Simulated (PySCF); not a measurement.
**Continuum solvent and chemical shifts**

Atoms are numbered as in `[CH3:1][C:2]([CH3:3])([CH3:4])[O:5][C:6]([CH3:7])([CH3:8])[CH3:9]`. Hydrogens are named by the atom that carries them.

GIAO PBE0/pcSseg-1 in PySCF 2.14.0 with density-fitted response routines on one PBE0-D3(BJ)/def2-SVP conformer, non-relativistic, equivalent nuclei averaged. Solvents enter as an IEF-PCM continuum (chloroform with ε = 4.7, acetonitrile with ε = 35.7) around the gas-phase geometry. Shifts are referred to TMS computed in the same medium.

In chloroform, δ in ppm: C2/C6 73.2, C1/C3/C4/C7/C8/C9 33.2, H(C1)/H(C3)/H(C4)/H(C7)/H(C8)/H(C9) 1.23. Dipole moment 1.51 D.

(1) How does each δ change in the more polar medium?

(2) Which nuclei move most (in ppm), and what does the model miss?

Results:

(1) 
```tsv
atoms	environment	Δδ, acetonitrile
C2/C6	fully substituted sp3 carbon bonded to O	+0.4
C1/C3/C4/C7/C8/C9	methyl carbon	+0.1
H(C1)/H(C3)/H(C4)/H(C7)/H(C8)/H(C9)	hydrogen on a methyl carbon	+0.01
```

Changes are relative to chloroform. The dipole moment becomes 1.76 D in acetonitrile.

(2) C2/C6 (fully substituted sp3 carbon bonded to O, +0.4 ppm) in acetonitrile. A continuum only polarises the solute; specific hydrogen bonds, the anisotropy of aromatic solvents and changes of geometry or conformer are outside it.
